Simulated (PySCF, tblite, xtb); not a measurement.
Potential energy curve for SnS, singlet.

- GFN2-xTB, 300 K electronic temperature (tblite)
- RHF/3-21G = PySCF with restricted Hartree-Fock/3-21G
- GFN1-xTB (xtb)
- UCCSD(T) = CCSD(T) on UHF/def2-SVP, 9 core orbitals frozen, def2 effective core potentials past Kr run with PySCF 2.14.0

Energies relative to the lowest point of each curve near equilibrium, in mEh; the last columns give the difference from UCCSD(T):

| R / Å | GFN2-xTB | RHF/3-21G | GFN1-xTB | UCCSD(T) | GFN2-xTB − UCCSD(T) | RHF/3-21G − UCCSD(T) | GFN1-xTB − UCCSD(T) |
|---|---|---|---|---|---|---|---|
| 1.77 | 265.6 | 216.4 | 284.6 | 180.0 | 85.6 | 36.4 | 104.6 |
| 1.88 | 114.0 | 111.7 | 125.4 | 89.3 | 24.7 | 22.4 | 36.1 |
| 1.99 | 41.1 | 49.4 | 46.1 | 36.9 | 4.1 | 12.4 | 9.2 |
| 2.06 | 17.6 | 25.4 | 19.9 | 17.5 | 0.0 | 7.8 | 2.4 |
| 2.16 | 2.1 | 6.2 | 2.4 | 3.1 | -1.0 | 3.1 | -0.7 |
| 2.20 | 0.0 | 2.5 | 0.0 | 0.7 | -0.7 | 1.8 | -0.7 |
| 2.28 | 0.5 | 0.0 | 0.5 | 0.0 | 0.5 | 0.0 | 0.5 |
| 2.35 | 4.6 | 2.2 | 5.4 | 5.1 | -0.4 | -2.9 | 0.3 |
| 2.45 | 14.6 | 10.5 | 17.2 | 14.5 | 0.1 | -4.1 | 2.6 |
| 2.56 | 29.1 | 24.2 | 34.5 | 27.9 | 1.1 | -3.7 | 6.6 |
| 2.75 | 58.1 | 53.7 | 70.2 | 55.7 | 2.4 | -2.0 | 14.5 |
| 2.96 | 91.6 | 87.8 | 113.1 | 86.6 | 5.0 | 1.1 | 26.4 |
| 3.33 | 144.8 | 133.4 | 181.3 | 125.8 | 19.1 | 7.6 | 55.5 |
| 3.62 | 176.2 | 155.2 | — | 145.8 | 30.5 | 9.5 | — |
| 3.96 | 200.3 | 172.1 | — | 153.3 | 47.0 | 18.7 | — |
| 4.41 | 217.9 | 185.9 | — | 157.0 | 60.8 | 28.8 | — |
| 4.83 | — | 193.2 | — | 158.8 | — | 34.5 | — |
| 5.43 | — | 198.4 | — | 160.0 | — | 38.4 | — |
| 5.95 | — | 200.2 | — | 160.5 | — | 39.7 | — |
| 6.67 | — | 201.1 | — | 160.8 | — | 40.3 | — |
| 7.73 | — | 201.6 | — | 160.9 | — | 40.7 | — |
| 8.85 | — | 201.8 | — | 161.0 | — | 40.8 | — |

GFN2-xTB is furthest from UCCSD(T) at 1.77 (85.6 mEh, above); its mean absolute difference over the points is 17.7 mEh.

RHF/3-21G is furthest from UCCSD(T) at 8.85 (40.8 mEh, above); its mean absolute difference over the points is 18.0 mEh.

GFN1-xTB is furthest from UCCSD(T) at 1.77 (104.6 mEh, above); its mean absolute difference over the points is 20.0 mEh.

Dashes: no converged value, or the column stops at the first point that the program doubted or that broke a chosen test of continuity, which isn't proof of a fault.

The restricted form behind RHF/3-21G keeps the bonding electrons paired and can't separate into open-shell fragments. The unrestricted solution behind UCCSD(T) changes between 2.96 and 3.33 Å, which can leave a kink. The unrestricted determinant behind UCCSD(T) is spin-contaminated at 2.35 to 8.85 Å (<S²> up to 2.0, against 0.00 for a pure singlet).
